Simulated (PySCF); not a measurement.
C₅H₆O.

```xyz
12

C      0.0352    -2.1526     0.0000
C      0.0558    -0.8089     0.0000
C      1.1972     0.1004     0.0000
C      0.7159     1.3612     0.0000
O     -0.6329     1.4575     0.0000
C     -1.1559     0.1128     0.0000
H      0.9631    -2.7288     0.0000
H     -0.9041    -2.7113     0.0000
H      2.2454    -0.1899     0.0000
H      1.2460     2.3143     0.0000
H     -1.7883    -0.0109    -0.8944
H     -1.7883    -0.0109     0.8944
```
Charge 0, spin multiplicity 1.

Geometry optimised at B3LYP-D3(BJ)/def2-SVP. The values are those of a single conformer.

Calculation: PBE/pcSseg-1 in PySCF. Non-relativistic, no solvent.

Computed absolute GIAO shielding of each atom: isotropic value and principal components (ppm):
```
atom  σ(iso)    σ11    σ22    σ33   span
----  ------  -----  -----  -----  -----
C1      83.4   -7.1   94.8  162.4  169.5
C2      24.6  -75.1   30.6  118.5  193.6
C3      69.2  -11.7   86.3  132.8  144.5
C4      18.4  -68.3   38.9   84.6  152.9
O5     154.2   51.0  195.9  215.7  164.8
C6      99.3   66.5   84.7  146.8   80.3
H7      26.2   24.0   24.5   30.1    6.1
H8      26.4   24.5   24.8   30.0    5.5
H9      25.6   25.0   25.1   26.8    1.8
H10     24.6   23.3   24.8   25.6    2.3
H11     26.3   22.5   26.5   29.8    7.3
H12     26.3   22.5   26.5   29.8    7.3
```
